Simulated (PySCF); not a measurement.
## SiSb: energy against distance

Set-up: Si cc-pV(T+d)Z, Sb cc-pVTZ-PP with ECP28; scalar-relativistic core potentials (PySCF 2.14). Energies in eV from Si + Sb in their ground configurations at the same level. State: ²Π (doublet), unpaired electrons π ↑.

All columns are PBE0. A positive dipole means Si(−)Sb(+).

```tsv
R (Å)	E (eV)	μ (D)	Mulliken charge on Si (basis-dependent)	HOMO (eV)	LUMO (eV)	Mayer bond order	⟨S²⟩
2.045	-1.502	0.61	0.03	-6.23	-4.87	2.31	0.75
2.140	-2.228	0.47	0.03	-6.32	-4.68	2.30	0.75
2.235	-2.628	0.31	0.03	-6.37	-4.52	2.30	0.75
2.307	-2.771	0.19	0.03	-6.26	-4.40	2.29	0.76
2.378	-2.811	0.06	0.03	-6.13	-4.29	2.29	0.76
2.449	-2.772	-0.07	0.03	-6.01	-4.20	2.28	0.77
2.545	-2.634	-0.22	0.04	-5.88	-4.08	2.21	0.82
2.663	-2.389	-0.32	0.03	-5.80	-3.96	1.98	1.04
2.806	-2.064	-0.42	0.03	-5.76	-3.84	1.69	1.29
2.996	-1.634	-0.59	0.04	-5.76	-3.73	1.38	1.51
```

A fit through these points gives, at Re = 2.375 Å, μ = 0.06 D and dμ/dR = -1.82 D/Å; the reduced mass is 22.72 u.

**Question.** How strong is the fundamental in the double-harmonic approximation, I = 42.26·(dμ/dR)²/μred km/mol?

**Answer.** I = 42.26·(-1.82)²/22.72 = 6.16 km/mol at PBE0.

⟨S²⟩ of the unrestricted solution departs from its pure value on part of the curve, where spin states mix. These are scalar-relativistic numbers at best; spin–orbit coupling would shift them, the dissociation energy most. The state is the lowest determinant that a PBE0 search found; another state may lie lower at other levels.
